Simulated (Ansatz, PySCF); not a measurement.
Pulling on the C3–H4 bond in CH4Sn (SMILES [CH3][SnH]) (multiplicity 1 held, fragments rigid). Energies count from the point at 1.093 Å.
Geometry at that point (charge 0, multiplicity 1):
```xyz
6

Sn     0.0098     0.2505     0.2452
H     -0.3459     1.4134    -1.0648
C     -0.0133    -1.4564    -1.1581
H      0.7372    -1.2942    -1.9360
H     -0.9867    -1.5032    -1.6533
H      0.1836    -2.4027    -0.6567
```

R- and RO- levels are restricted; in cc, def2 and unpolarised 6-31G sets they are followed outwards from rest. U- levels take the lowest unrestricted solution at each point, which mixes spins at long bonds. Active spaces are followed from a long bond inwards. Levels need not reach the same state.

Correlated levels freeze the cores. Filled d and f shells under p-block atoms count as core. Rows in LANL2DZ carry no dispersion term and start afresh at each structure. LANL2DZ brings its own core potentials from Na on.

Run with Ansatz (Gaussian basis) for Hartree–Fock, density functionals and correlated methods; PySCF for LANL2DZ rows.  In def2 rows elements past Kr take small-core potentials, without spin–orbit coupling.

Energies in kJ/mol.

```
R (Å)  R-B3LYP/LANL2DZ  U-B3LYP/LANL2DZ  R-CCSD(T)/def2-TZVPP  FIC-MRCISD+Q on CASSCF(2,2)/def2-TZVPP
-----  ---------------  ---------------  --------------------  --------------------------------------
0.874              129              129                   120                                     119
0.984               27               27                    24                                      24
1.093                0                0                     0                                       0
1.202               13               13                    15                                      15
1.312               48               48                    50                                      50
1.476              116              116                   118                                     118
1.640              189              189                   188                                     188
1.913              299              299                   289                                     288
2.186              390              381                   361                                     361
2.514              470              427                   410                                     414
2.951              542              449                   423                                     445
3.498              596              457                   394                                     457
```

Doubts at one or more of the structures used: a spin-contaminated determinant (U-B3LYP/LANL2DZ); a restricted determinant that unrestricted orbitals would lower (R-CCSD(T)/def2-TZVPP); other coupled-cluster roots lie near (R-CCSD(T)/def2-TZVPP); T1 above 0.05 (R-CCSD(T)/def2-TZVPP).

Ansatz is a quantum-chemistry and plane-wave program.
